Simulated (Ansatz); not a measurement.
`BC([SiH3])[SiH2]Cl` + H₂ → `BC[SiH2]Cl` + SiH₄  (hydrogenolysis of a C–Si bond)

Isolated molecules relaxed with PBE0-D4/def2-TZVP in Ansatz; ΔE leaves out vibrations. CCSD(T)/CBS is the MP2 limit (def2-TZVPP, def2-QZVPP) plus CCSD(T) − MP2 in def2-TZVPP, frozen cores. This one scheme is used for every species. DFT in def2-TZVPP. B3LYP here is the variant with VWN-RPA as its local correlation; programs differ in this. One conformer a species, not always the lowest.

```
             level  ΔE (kJ/mol)  difference from CCSD(T)/CBS
            PBE-D4         -0.4                          1.7
         r2SCAN-D4         -2.3                         -0.2
           PBE0-D4         -3.2                         -1.1
          B3LYP-D4         -8.7                         -6.6
           ωB97X-V         -8.8                         -6.7
           ωB97M-V         -4.6                         -2.5
            B2PLYP        -15.7                        -13.6
               PBE        -10.9                         -8.8
            r2SCAN         -5.1                         -3.0
              PBE0        -12.5                        -10.4
             B3LYP        -25.7                        -23.6
     HF/def2-TZVPP        -40.6                        -38.5
    MP2/def2-TZVPP          2.4                          4.5
SCS-MP2/def2-TZVPP         -7.3                         -5.2
   CCSD/def2-TZVPP        -12.5                        -10.4
CCSD(T)/def2-TZVPP         -5.9                         -3.8
     HF/def2-QZVPP        -40.3                        -38.2
    MP2/def2-QZVPP          4.7                          6.8
SCS-MP2/def2-QZVPP         -5.2                         -3.1
      HF/CBS(def2)        -40.3                        -38.2
     MP2/CBS(def2)          6.2                          8.3
    CCSD/CBS(def2)         -8.7                         -6.6
       CCSD(T)/CBS         -2.1                            0
```

Largest T1 diagnostic among the species: 0.011.

The D4 term adds +17.0 kJ/mol with B3LYP and +9.3 kJ/mol with PBE0; it sums over pairs of atoms, weighted by their polarisabilities, and B3LYP, whose exchange is more repulsive, gets the larger term. In def2-TZVPP, CCSD(T) changes the Hartree–Fock value by +34.7 kJ/mol (the triples alone add +6.6 kJ/mol) and MP2 by +43.0 kJ/mol.
